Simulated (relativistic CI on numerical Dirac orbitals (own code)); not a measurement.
# Slater and spin-orbit integrals, Cs2+

Method of calculation: Dirac-Coulomb-Breit CI, KLI orbitals optimised for each configuration, model QED, valence Slater integrals scaled by 0.85, P86 correlation energy added to each configuration (own radial code, finite nucleus).

Slater integrals F^k, G^k are unscaled and averaged over j, outside the closed core [Kr] 4d10; ζ comes from projecting the Hamiltonian with its Breit term on Σ l·s of the shell.

- 5s2 5p5: ζ(5p) = 9397.4 cm⁻¹; <r>(5p) = 2.004, <r^2>(5p) = 4.535 (bohr units).
- 5s2 5p4 5d: F^2(5p,5p) = 53962, ζ(5p) = 9837.8, F^2(5p,5d) = 37582, G^1(5p,5d) = 42658, G^3(5p,5d) = 26453, ζ(5d) = 367.38 cm⁻¹; <r>(5p) = 1.979, <r^2>(5p) = 4.424, <r>(5d) = 2.912, <r^2>(5d) = 9.726 (bohr units).
- 5s2 5p4 5f: F^2(5p,5p) = 54686, ζ(5p) = 10032, F^2(5p,5f) = 10559, G^2(5p,5f) = 5942.8, G^4(5p,5f) = 4410.2, ζ(5f) = 24.675 cm⁻¹; <r>(5p) = 1.959, <r^2>(5p) = 4.329, <r>(5f) = 7.141, <r^2>(5f) = 62.19 (bohr units).

In this model ζ of a weakly bound d, f or g electron outside closed shells comes out too small, for d by up to a factor of two or three and at times with the wrong sign; that of an outer p electron is too small as well.

For a near-neutral ion this model can misplace configurations by up to about 10,000 cm⁻¹ (more where the count of f electrons changes) and terms by 10 to 25 % of their spread. Rates follow the energies as ν³ (E1, M1) or ν⁵ (E2), so they and the lifetimes can be off by large factors. The fine structure of a lone outer electron comes out too small, for d and f at times inverted, and misplaced configurations move strength between like terms. 14 of the 37 excited levels that our extract of the measured tables holds in this range could be paired (the sources list more); they are missed by 4231 cm⁻¹ on average and 6954 at most, and levels without a partner can miss by more.

Averages of the first 10 configurations, taken without configuration mixing, which lowers the lowest level and can move excited configurations by several eV; other configurations of the list can lie among them:

```json
{"Configuration": "5s2 5p5", "Parity": "odd", "States": "6", "Average energy above the lowest level (eV)": "1.0"}
{"Configuration": "5s 5p6", "Parity": "even", "States": "2", "Average energy above the lowest level (eV)": "17.9"}
{"Configuration": "5s2 5p4 5d", "Parity": "even", "States": "150", "Average energy above the lowest level (eV)": "18.3"}
{"Configuration": "5s2 5p4 5f", "Parity": "odd", "States": "210", "Average energy above the lowest level (eV)": "28.6"}
{"Configuration": "5s2 5p4 6s", "Parity": "even", "States": "30", "Average energy above the lowest level (eV)": "19.2"}
{"Configuration": "5s 5p5 5d", "Parity": "odd", "States": "120", "Average energy above the lowest level (eV)": "34.5"}
{"Configuration": "5s2 5p4 6p", "Parity": "odd", "States": "90", "Average energy above the lowest level (eV)": "22.5"}
{"Configuration": "5s2 5p4 4f", "Parity": "odd", "States": "210", "Average energy above the lowest level (eV)": "24.8"}
{"Configuration": "5s2 5p4 7s", "Parity": "even", "States": "30", "Average energy above the lowest level (eV)": "26.8"}
{"Configuration": "5s2 5p4 6d", "Parity": "even", "States": "150", "Average energy above the lowest level (eV)": "26.8"}
```
